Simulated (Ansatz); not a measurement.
Species: C₆H₇ (charge 0, doublet). It need not be the lowest isomer of its formula. 
Structure (B3LYP-D3(BJ)/def2-TZVP (Ansatz, a quantum-chemistry and plane-wave program) minimum search):
```xyz
13

C     -2.1008     0.2391    -0.1404
C     -0.6199     0.1126    -0.0385
C      0.2969     1.0883     0.0990
C      1.6613     0.5183     0.1610
C      1.5204    -0.7987     0.0575
C      0.0994    -1.2267    -0.0791
H     -2.4760    -0.1758    -1.0809
H     -2.6069    -0.2991     0.6668
H     -2.4058     1.2852    -0.0895
H      0.0838     2.1479     0.1579
H      2.5701     1.0908     0.2694
H     -0.0886    -1.7616    -1.0153
H     -0.2196    -1.8851     0.7349
```
Charge 0, spin multiplicity 2.

Wanted: atomisation energy (electronic, to ground-state atoms), in kJ/mol. Cores are frozen in the correlated levels unless marked. Open shells are spin-unrestricted. No spin-orbit coupling. Non-relativistic. The coupled-cluster limit lacks core correlation, which all-electron functionals hold. CBS marks a two-point X^-3 extrapolation of the correlation energy; Hartree-Fock from the larger set.

The UHF reference is spin-contaminated (<S^2> 0.51 over the pure value in the largest basis). 

```tsv
level	program	atomisation energy (kJ/mol)
PBE-D3(BJ)/def2-TZVPD	Ansatz + dftd3	5865.6
PBE-D4/def2-TZVPD	Ansatz + dftd4	5864.8
r2SCAN-D3(BJ)/def2-TZVPD	Ansatz + dftd3	5716.4
PBE0/6-31G*	Ansatz	5751.0
PBE0-D4/def2-TZVPD	Ansatz + dftd4	5764.6
PBE0/def2-TZVP	Ansatz	5740.2
PBE0/def2-TZVPD	Ansatz	5741.1
r2SCANh-D4/def2-TZVPD	Ansatz + dftd4	5684.7
r2SCAN0/def2-TZVPD	Ansatz	5633.0
HSE06/def2-TZVPD	Ansatz	?
wB97X-V/def2-TZVPD	Ansatz	5666.9
B2PLYP-D3(BJ)/def2-TZVPD	Ansatz + dftd3	?
PBE-QIDH/def2-TZVPD	Ansatz	5676.0
SCS-MP2/6-31G	Ansatz	4902.7
CCSD/cc-pVDZ	Ansatz	5184.1
CCSD(T)/CBS(cc-pVTZ,cc-pVQZ)	Ansatz	?
```

Task: Complete the blanks.

Result: 
- HSE06/def2-TZVPD, atomisation energy (kJ/mol): 5747.5
- B2PLYP-D3(BJ)/def2-TZVPD, atomisation energy (kJ/mol): 5629.8
- CCSD(T)/CBS(cc-pVTZ,cc-pVQZ), atomisation energy (kJ/mol): 5651.2
